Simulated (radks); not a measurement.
Values are calculated unless marked as measured or tabulated.
Polarisabilities and homonuclear dispersion coefficients (atomic units). Code: a radial shooting solver on a logarithmic mesh with Libxc functionals. Model: scalar-relativistic Kohn-Sham, LDA (Slater exchange, VWN5 correlation), spin-polarised, spherical densities, finite nucleus; open shells are filled with parallel spins first; Fermi nuclear charge, rms radius of each element as measured or else 0.836 A^(1/3) + 0.57 fm. Response by self-consistent Sternheimer equations with the Hartree and adiabatic LDA kernel, the relativistic mass of each level held fixed and spin-orbit coupling left out. "Uncoupled" leaves out the induced potential. Quadrupole and octupole values are given only where no p, d or f shell is open.

species  configuration  alpha1 (bohr^3)  alpha1, uncoupled  alpha2 (bohr^5)  alpha3 (bohr^7)      C6     C8
Mg+           [Ne] 3s1            30.32              35.27            163.1             1692   124.7   4307
Al2+          [Ne] 3s1            12.48              14.72            37.08            213.2   32.17  632.0
Si3+          [Ne] 3s1            6.552              7.767            12.57            46.65   11.88  153.9
P4+           [Ne] 3s1            3.922              4.658            5.286            13.78   5.332  49.36
S5+           [Ne] 3s1            2.551              3.030            2.553            4.930   2.710  18.88
Cl6+          [Ne] 3s1            1.759              2.088            1.358            2.018   1.504  8.174
Ar7+          [Ne] 3s1            1.266              1.501           0.7763           0.9135  0.8910  3.884
K8+           [Ne] 3s1           0.9419              1.115           0.4695           0.4473  0.5557  1.985
